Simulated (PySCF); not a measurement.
Members of one series of related molecules.

All values: CAM-B3LYP/def2-SVPD (PySCF) at GFN2-xTB geometries, gas phase, one conformer each. Core orbitals are frozen in the response; Δα² is half the sum of the squared differences of the principal polarisabilities.

(1) Rank by HOMO–LUMO gap, lowest first.
A. `FC(F)(F)P(C#P)C(F)(F)F`
B. `CCC(C)(C)C#P`
C. `C(#P)[SiH](C)C`
D. `P#CC1CC1`

(2) Rank by mean static polarisability, lowest first.
A. `CCC(C)(C)C#P` (C6H11P)
B. `P#CC1CC1` (C4H5P)
C. `FC(F)(F)P(C#P)C(F)(F)F` (C3F6P2)
D. `P#CP` (CH2P2)
E. `C[SiH](C)C#P` (C3H7PSi)

Answers

(1) A (7.64 eV), D (8.28 eV), C (8.54 eV), B (8.83 eV).

(2) D (9.38 Å³), B (10.57 Å³), E (12.98 Å³), C (13.43 Å³), A (14.24 Å³).

All values together:

| SMILES | formula | μ (D) | HOMO (eV) | LUMO (eV) | α (Å³) | Δα (Å³) | electrons | α per electron (Å³) |
| --- | --- | --- | --- | --- | --- | --- | --- | --- |
| P#CC1CC1 | C4H5P | 1.86 | -8.17 | 0.11 | 10.57 | 6.83 | 44 | 0.240 |
| CCCC#P | C4H7P | 1.54 | -8.61 | 0.17 | 10.76 | 5.23 | 46 | 0.234 |
| C[SiH](C)C#P | C3H7PSi | 0.91 | -8.94 | -0.40 | 12.98 | 6.07 | 54 | 0.240 |
| FC(F)(F)P(C#P)C(F)(F)F | C3F6P2 | 2.34 | -9.34 | -1.70 | 13.43 | 7.00 | 102 | 0.132 |
| CCC(C)(C)C#P | C6H11P | 1.48 | -8.60 | 0.23 | 14.24 | 4.79 | 62 | 0.230 |
| P#CP | CH2P2 | 0.71 | -8.28 | -0.56 | 9.38 | 7.29 | 38 | 0.247 |

Conformers: `[CH3:1][CH2:2][CH2:3][C:4]#[P:5]` with C1–C2–C3–C4 65°; `[CH3:1][CH2:2][C:3]([CH3:4])([CH3:5])[C:6]#[P:7]` with C1–C2–C3–C4 178°.

Q: How closely does the mean polarisability follow the number of electrons in this set?

A: The correlation coefficient is 0.69; α per electron runs from 0.132 to 0.247 Å³.
